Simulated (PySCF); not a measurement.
Z-matrix (Å, degrees):
```
B
C 1 1.5922
H 2 1.0907 1 114.60
H 2 1.0908 3 109.05 1 -129.76
H 2 1.0983 3 106.65 4 -114.71
B 1 1.6379 2 120.10 3 -155.38
H 6 1.1958 1 122.17 2 -87.14
H 6 1.1961 7 116.45 1 179.72
B 1 1.6380 2 119.98 3 26.66
H 9 1.1957 1 122.22 2 87.07
H 9 1.1961 10 116.47 1 -179.87
```
Charge 0, multiplicity 1.

### Question
What HOMO–LUMO gap, dipole moment and total energy does PBE-D3(BJ)/def2-TZVP // B3LYP-D3(BJ)/def2-TZVP (PySCF 2.14.0) give?

### Answer

```yaml
HOMO–LUMO gap: 3.30 eV
dipole_moment: 0.93 D
total_energy: -3173.58 eV
```
